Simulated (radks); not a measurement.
Q: Sb, configuration [Kr] 4d10 5s1.75 5p3.25 (fractional occupations, a model configuration). All-electron calculation, Dirac Kohn-Sham, PBE, spin-unpolarised, spherical densities, point nucleus; open shells fill j = l - 1/2 first. Program: a radial shooting solver on a logarithmic mesh with Libxc functionals. Some entries of the table are withheld. Estimate them.

orbital,occ.,eigenvalue (eV),<r^2> (bohr^2),<r> (bohr)
1s1/2,2,-30285.20,0.001094,0.02842
2s1/2,2,-4607.163,0.01767,0.1222
2p1/2,2,-4310.026,0.01311,0.1033
2p3/2,4,-4058.209,0.01441,0.1087
3s1/2,2,(1),0.1248,0.3302
3p1/2,2,-781.9785,0.1197,(2)
3p3/2,4,-735.5130,0.1280,(3)
3d3/2,4,-521.2050,0.1092,0.3033
3d5/2,6,-511.5491,0.1117,0.3069
4s1/2,2,-148.8370,0.7075,0.7908
4p1/2,2,-107.7874,0.7914,0.8325
4p3/2,4,-99.1997,0.8477,0.8616
4d3/2,4,-34.3425,1.235,1.022
4d5/2,6,-33.0988,1.268,1.036
5s1/2,1.75,-12.8732,5.641,2.225
5p1/2,2,-5.2847,9.249,(4)
5p3/2,1.25,-4.6736,10.21,(5)

A: 
(1) 3s1/2 eigenvalue (eV): -903.3951
(2) 3p1/2 <r> (bohr): 0.3208
(3) 3p3/2 <r> (bohr): 0.3321
(4) 5p1/2 <r> (bohr): 2.818
(5) 5p3/2 <r> (bohr): 2.959
